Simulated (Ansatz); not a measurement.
Abridged output of a molecular run in Ansatz:

```
Functional definition: HF
  name "HF"
  cite "Fock, Z. Phys. 61, 126 (1930) doi:10.1007/BF01340294"
  parent pbe
  exchange = exact_x
  correlation = 0
1597 factors; integrals over basis functions are off by at most 8.7e-4 eV
mean field evaluation 1: about -18652.9684 eV, gradient 5.2e1 eV
mean field evaluation 2: about -18653.2202 eV, gradient 5.2e1 eV
mean field evaluation 4: about -18658.9721 eV, gradient 5.4e0 eV
mean field evaluation 8: about -18659.0788 eV, gradient 5.0e-1 eV
mean field -18659.07952683 eV, -685.7085250327 hartree, gradient 3.0e-6 eV, S^2 0.000000; 0 other end points of the search recorded, 0 dependent functions left out
13 core orbitals not correlated: weight in the atoms' cores, before any rotation towards them, 1.000 or more for the frozen orbitals, at most 0.000 for the correlated occupied ones
reference -18659.07952683 eV, -685.7085250327 hartree; 14, 14 occupied and 248, 248 virtual orbitals, 1597 factors
second order -21.27800364 eV of doubles, -0.00000000 eV of singles
cycle   1  -21.78285290 eV  change   -5.0e-1 eV  update   1.0e-1
cycle   2  -22.30529383 eV  change   -5.2e-1 eV  update   3.2e-2
cycle   3  -22.43684292 eV  change   -1.3e-1 eV  update   1.7e-2
cycle   4  -22.42809742 eV  change    8.7e-3 eV  update   4.0e-3
cycle   5  -22.42653207 eV  change    1.6e-3 eV  update   1.9e-3
cycle   6  -22.42692140 eV  change   -3.9e-4 eV  update   5.8e-4
cycle   7  -22.42662488 eV  change    3.0e-4 eV  update   2.4e-4
cycle   8  -22.42661504 eV  change    9.8e-6 eV  update   7.2e-5
cycle   9  -22.42664795 eV  change   -3.3e-5 eV  update   2.5e-5
perturbative correction -0.89587648 eV, -0.0329228535 hartree
Total energy: -18682.40205127 eV, -686.5656119971 hartree
```

Its atoms:

Z-matrix (Å, degrees):
```
Si
O 1 1.669
Al 1 2.499 2 43.8
C 1 1.881 2 95.1 3 0.0
H 1 1.489 2 111.4 3 119.1
H 1 1.489 2 111.4 3 -119.0
C 3 1.936 1 169.7 2 -0.9
H 4 1.092 1 115.9 2 115.6
H 4 1.092 1 115.9 2 -115.6
H 7 1.094 3 111.3 1 126.9
H 7 1.094 3 110.9 1 -114.2
H 7 1.093 3 111.4 1 6.1
```

**Question.** Which basis set was used?
A. def2-QZVPP
B. cc-pV(D+d)Z
C. def2-TZVPPD
D. def2-TZVPP

**Answer.** D. It gives 275 functions.

**Question.** Write the keys of the input that set method, charge and spin (a neutral closed shell needs none for the last two).

**Answer.** 
```yaml
correlation: {method: ccsd_t}
```
